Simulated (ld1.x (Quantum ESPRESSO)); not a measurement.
tantalum: one change to a TM semilocal potential, before and after

```
Element                 : tantalum (Ta)
Generator               : ld1.x (Quantum ESPRESSO) 7.5
Type                    : norm-conserving Troullier–Martins (semilocal form)
Functional              : PBE
Relativity              : scalar-relativistic
Frozen core             : [Xe] 4f14
Valence charge          : 5
Reference configuration : 5d3 6s1 6p0 (charge +1)
Partial waves           : 6s (bound): rc 2.00 bohr; 6p (bound, empty): rc 2.45 bohr; 5d (bound): rc 1.50 bohr
Local potential         : the d channel
Core correction         : Bessel-smoothed model core inside 0.80 bohr
```

Change: core [Kr] 4d10 4f14, valence charge 13; reference 5s2 5p6 5d3 6s2 6p0; waves now 5s (bound): rc 1.75 bohr; 5p (bound): rc 1.90 bohr; 5d (bound): rc 1.95 bohr; core correction none.

Cutoffs: the cutoffs (Ry, on a coarse ladder) from which the occupation-weighted sum of valence levels, in a spherical-Bessel basis at the reference potential, stays within 10 and 1 mRy of its value at 400 Ry; they do not see the model core or the augmentation charge, which bear on the density cutoff. Errors are all-electron minus pseudo energies relative to the spin-unpolarised reference configuration.

Q: What does the change do?

A: The potential gets harder (30 Ry and 55 Ry → 45 Ry and 70 Ry); the miss of the reference levels goes from 0.00 to 1.58 eV; neither file shows a bound ghost at the reference potential, the only one tested. The added semicore shells are compact, so their waves need more plane waves. A semilocal file is local in each channel, so a ghost entry of none says nothing of the separable form that plane-wave codes build from it. Several settings change at once here, so the effects cannot be laid on one of them.

```tsv
quantity	base	changed
cutoff, loose	30 Ry	45 Ry
cutoff, tight	55 Ry	70 Ry
bound ghosts	none	none
largest miss of a reference level, eV	0.00	1.58
largest error over its own tests, meV	-879	-6524
```

Base: These tests converged, but a pseudo level misses the all-electron one widely, so the file describes the atom poorly there or has found another state: 5d1 6s0 6p0: empty 6p by 4.0 eV (a node warning on the way). Changed file: These tests converged, but a pseudo level misses the all-electron one widely, so the file describes the atom poorly there or has found another state: 5s2 5p6 5d3 6s1 6p0: 6s by 2.4 eV (a node warning on the way); 5s2 5p6 5d3 6s0 6p0: empty 6s by 3.4 eV; 5s2 5p6 5d2 6s0 6p0: empty 6s by 4.5 eV; 5s2 5p6 5d2 6s2 6p0: 6s by 2.2 eV; 5s2 5p5 5d3 6s2 6p0: 6s by 2.5 eV; 5s2 5p6 5d3 6s1.5 6p0: 6s by 2.0 eV; 5s2 5p6 5d3 6s1 6p1: 6s by 2.0 eV. The 6s level has no wave, so the channel is fitted at the deeper level alone: the likely source of the large errors.
